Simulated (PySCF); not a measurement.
H3NOS2W, SMILES [SH][W](=[S])(=[NH])[OH], multiplicity 1.

The structure is a stationary point at PBE-D3(BJ)/def2-SVP. The spin state was assumed, not searched. The structure was generated by enumeration; whether it is a known compound was not checked. The def2 effective core potentials stand for the cores of W; spin–orbit coupling is left out. The values are those of a single conformer.

Level of theory: PySCF with TDA-PBE/def2-SVPD.

Vertical excitations. Gas-phase values at a fixed geometry.

```json
[
 {"state": "S1", "energy (eV)": "3.45", "λ (nm)": "359", "f": "0.001", "main pairs": "HOMO→LUMO 84 %"},
 {"state": "S2", "energy (eV)": "3.59", "λ (nm)": "346", "f": "0.001", "main pairs": "HOMO−1→LUMO+1 52 %, HOMO→LUMO+1 41 %"},
 {"state": "S3", "energy (eV)": "3.75", "λ (nm)": "331", "f": "0.024", "main pairs": "HOMO−1→LUMO 41 %, HOMO→LUMO+1 25 %, HOMO−1→LUMO+1 24 %"},
 {"state": "S4", "energy (eV)": "3.93", "λ (nm)": "316", "f": "0.029", "main pairs": "HOMO−1→LUMO 30 %, HOMO→LUMO+1 19 %, HOMO−1→LUMO+1 12 %, HOMO−2→LUMO+1 11 %"},
 {"state": "S5", "energy (eV)": "4.34", "λ (nm)": "285", "f": "0.004", "main pairs": "HOMO−2→LUMO 74 %"},
 {"state": "S6", "energy (eV)": "4.41", "λ (nm)": "281", "f": "0.005", "main pairs": "HOMO−2→LUMO+1 35 %, HOMO−1→LUMO+2 27 %, HOMO→LUMO+2 26 %"},
 {"state": "S7", "energy (eV)": "4.45", "λ (nm)": "278", "f": "0.003", "main pairs": "HOMO→LUMO+2 52 %, HOMO−2→LUMO+1 22 %"},
 {"state": "S8", "energy (eV)": "4.56", "λ (nm)": "272", "f": "0.012", "main pairs": "HOMO−1→LUMO+2 49 %, HOMO−2→LUMO+1 15 %, HOMO−3→LUMO 12 %, HOMO−1→LUMO+3 8 %"},
 {"state": "S9", "energy (eV)": "4.75", "λ (nm)": "261", "f": "0.001", "main pairs": "HOMO−3→LUMO 43 %, HOMO→LUMO+3 25 %, HOMO−3→LUMO+1 14 %, HOMO−4→LUMO 7 %"},
 {"state": "S10", "energy (eV)": "4.91", "λ (nm)": "252", "f": "0.009", "main pairs": "HOMO−1→LUMO+3 42 %, HOMO−3→LUMO+1 31 %, HOMO−4→LUMO 10 %"},
 {"state": "T1", "energy (eV)": "3.04", "λ (nm)": "407", "f": "0", "main pairs": "HOMO−1→LUMO 68 %, HOMO→LUMO 22 %"},
 {"state": "T2", "energy (eV)": "3.17", "λ (nm)": "391", "f": "0", "main pairs": "HOMO→LUMO 74 %, HOMO−1→LUMO 16 %"},
 {"state": "T3", "energy (eV)": "3.22", "λ (nm)": "385", "f": "0", "main pairs": "HOMO→LUMO+1 72 %, HOMO−1→LUMO+1 17 %"},
 {"state": "T4", "energy (eV)": "3.38", "λ (nm)": "367", "f": "0", "main pairs": "HOMO−1→LUMO+1 66 %, HOMO→LUMO+1 24 %"}
]
```
Triplets are in the Tamm–Dancoff approximation.
